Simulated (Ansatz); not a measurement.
def2 core potentials replace the inner electrons of Sn.

Cartesian coordinates (Å):
```xyz
26

C     -2.0228    -1.8413    -1.1840
O     -0.7301    -1.3256    -1.3299
Sn    -0.0349     0.0550    -0.0815
O     -0.7152    -0.2946     1.7415
C     -1.9960     0.1027     2.1498
O     -0.9670     1.7402    -0.5724
C     -1.2827     2.0422    -1.9021
C      2.1130     0.0118    -0.0521
C      2.6304     1.0298     0.9554
C      2.5724    -1.4134     0.2297
H     -2.1867    -2.3178    -0.1984
H     -2.1856    -2.6142    -1.9547
H     -2.8113    -1.0743    -1.3170
H     -1.9975     0.2274     3.2465
H     -2.3152     1.0607     1.7009
H     -2.7639    -0.6559     1.9025
H     -2.1048     2.7786    -1.9155
H     -0.4294     2.4938    -2.4456
H     -1.6149     1.1614    -2.4837
H      2.4118     0.3046    -1.0722
H      2.3166     2.0557     0.7092
H      2.2747     0.8050     1.9731
H      3.7336     1.0146     0.9785
H      2.2516    -1.7499     1.2283
H      2.1798    -2.1277    -0.5094
H      3.6743    -1.4690     0.2029
```
Charge 0, multiplicity 1.

Calculation: frozen-core CCSD(T)/def2-SVP // PBE0-D3(BJ)/def2-SVP (Ansatz, a first-principles code).

```
Quantity                        Value
----------------------  -------------
HF energy               -674.10098 Ha
MP2 correlation energy    -1.53696 Ha
```

Problem. Estimate the CCSD correlation energy, the (T) correction, the total energy and the T1 diagnostic.

Solution. 
```json
{
 "CCSD correlation energy": "-1.63726 Ha",
 "(T) correction": "-0.04679 Ha",
 "CCSD(T) total energy": "-675.78503 Ha",
 "T1 diagnostic": "0.012"
}
```
